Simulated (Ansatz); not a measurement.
`C[Si](Cl)(Cl)Cl`, 8 atoms. The species carries charge 0 and has multiplicity 1. All runs use 4 threads of a server CPU on a shared host. Correlated methods freeze the cores.

(1) Give the basis size and wall time and peak host memory of each of these runs in Ansatz. RKS PBE0-D4/def2-TZVP relaxation (5 steps); RKS PBE0-D4/def2-QZVPP energy; RKS PBE0-D4/def2-SVP energy; RKS ωB97M-V/def2-QZVPP energy; RHF-CCSD(T)/def2-TZVPP energy; RHF-MP2/def2-QZVPP energy; RKS PBE0-D4/def2-TZVP frequencies; RKS BHLYP-D4/def2-TZVPP energy; RKS PBE-QIDH (frozen core)/def2-TZVPP energy; RKS r2SCAN0-D4/def2-TZVPP energy; RKS ωB97M-V/def2-SVP energy; RKS HSE06-D4/def2-TZVPP energy. (Best estimate.)

Answers

(1) Computed: Other jobs shared the machine, so times are rough.

| level | job | functions | wall time | peak host memory (GiB) |
| --- | --- | --- | --- | --- |
| RKS PBE0-D4/def2-SVP | energy | 101 | 0.95 s | 0.21 |
| RKS BHLYP-D4/def2-TZVPP | energy | 241 | 2.8 s | 0.8 |
| RKS HSE06-D4/def2-TZVPP | energy | 241 | 3.1 s | 0.8 |
| RKS ωB97M-V/def2-SVP | energy | 101 | 3.6 s | 0.32 |
| RKS PBE-QIDH (frozen core)/def2-TZVPP | energy | 241 | 4.2 s | 0.63 |
| RKS r2SCAN0-D4/def2-TZVPP | energy | 241 | 4.7 s | 0.8 |
| RKS PBE0-D4/def2-QZVPP | energy | 427 | 7.5 s | 1.9 |
| RHF-MP2/def2-QZVPP | energy | 427 | 13 s | 2.2 |
| RKS ωB97M-V/def2-QZVPP | energy | 427 | 15 s | 2.2 |
| RKS PBE0-D4/def2-TZVP | relaxation (5 steps) | 197 | 17 s | 0.62 |
| RHF-CCSD(T)/def2-TZVPP | energy | 241 | 81 s | 4.2 |
| RKS PBE0-D4/def2-TZVP | frequencies | 197 | 96 s | 0.62 |

HSE06 is defined as in plane-wave codes.
